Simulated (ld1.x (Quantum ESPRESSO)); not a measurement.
# lutetium, TM semilocal: configuration errors across variants

ld1.x (Quantum ESPRESSO) 7.5 input, shortened:

```
&input
   title='Lu', zed=71., rel=1, dft='PBE', iswitch=3,
   config='[Xe] 4f14 5d1 6s2 6p0'
 /
 &inputp
   pseudotype=1, tm=.true., lloc=1,
   nlcc=.true., new_core_ps=.true., rcore=0.35
 /
4
6S  1  0   2.00   0.00  3.40  3.40  0.0
5D  3  2   1.00   0.00  1.90  1.90  0.0
4F  4  3  14.00   0.00  0.70  0.70  0.0
6P  2  1   0.00   0.00  3.30  3.30  0.0
 &test
   configts(1)='4f14 5d1 6s2 6p0'
 /
```

All-electron excitation energies from the reference (eV): (1) 4f14 5d1 6s1 6p0 7.365; (2) 4f14 5d1 6s0 6p0 20.644; (3) 4f14 5d0 6s0 6p0 40.601; (4) 4f13 5d1 6s2 6p0 17.538; (5) 4f13 5d0 6s0 6p0 87.317; (6) 4f13 5d2 6s2 6p0 10.924; (7) 4f14 5d2 6s1 6p0 3.006.

A semilocal file is local in each channel, so a ghost entry of none says nothing of the separable form that plane-wave codes build from it.

3 further variants failed, have other tests or too few solved ones, and are left out.

Errors AE − PS in meV (a dash: test not solved or not reliable):

| change | (1) | (2) | (3) | (4) | (5) | (6) | (7) | bound ghosts |
| --- | --- | --- | --- | --- | --- | --- | --- | --- |
| base | -6.1 | -45 | -263 | -930 | -2301 | -664 | -21 | not determined |
| wave 6s (bound): rc 3.40 bohr becomes 6s (bound): rc 4.60 bohr | -11 | -185 | -697 | -358 | -3425 | -531 | +9.5 | not determined |
| wave 6p (bound): rc 3.30 bohr becomes 6p (bound): rc 4.52 bohr | -6.1 | -45 | -263 | -930 | -2301 | -664 | -21 | not determined |

Give the same row for: wave 5d (bound): rc 1.90 bohr becomes 5d (bound): rc 2.60 bohr.

-6.2, -46, -260, -948, -2275, -694, -20; bound ghosts: not determined.
